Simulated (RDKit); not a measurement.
A run for RDKit: UFF on SiF4 (SMILES F[Si](F)(F)F).

```python
from rdkit import Chem
from rdkit.Chem import AllChem, rdDetermineBonds

blocks = [
'''5

F    -0.35796307    1.49476318    3.75354705
Si   -0.02952351   -0.02391539    3.94813233
F    -1.30281364   -0.89580062    3.68194004
F     1.11883824   -0.44865347    2.96404178
F     0.45610242   -0.25997971    5.42066693
''',
]
mol = None
for b in blocks:
    f = Chem.MolFromXYZBlock(b)
    rdDetermineBonds.DetermineBonds(f, charge=0)
    mol = f if mol is None else Chem.CombineMols(mol, f)
Chem.SanitizeMol(mol)
print(Chem.MolToSmiles(Chem.RemoveHs(mol)))
ff = AllChem.UFFGetMoleculeForceField(mol, vdwThresh=100.0, ignoreInterfragInteractions=False)
e = ff.CalcEnergy()
print(f'UFF energy {e:.6f} kcal/mol')
```

The log:

```
F[Si](F)(F)F
UFF energy 15.704471 kcal/mol
```

The run finished.

Cost: roughly 0.020 core-seconds.
